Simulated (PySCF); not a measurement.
Zn(OH) (HOZn), SMILES [OH][Zn+], charge +1.

The structure is a stationary point at B3LYP-D3(BJ)/def2-TZVP. The multiplicity is an assumed one; other spin states were not compared. The isomer is the one that the SMILES or the coordinates give; other isomers of the formula were not compared.

Method: r2SCAN/def2-TZVPD (PySCF).

Gas-phase values at a fixed geometry.

```yaml
total_energy: -1854.86001 hartree
point_group: Cs
highest_occupied_level: -13.70 eV
lowest_empty_level: -11.66 eV
orbital_gap: 2.04 eV
dipole_moment_about_the_centre_of_nuclear_charge: 3.77 D
mean_static_polarisability: 22.9 bohr³ (3.39 Å³)
polarisability_principal_values: 16.6, 17.9, 34.1 bohr³
```
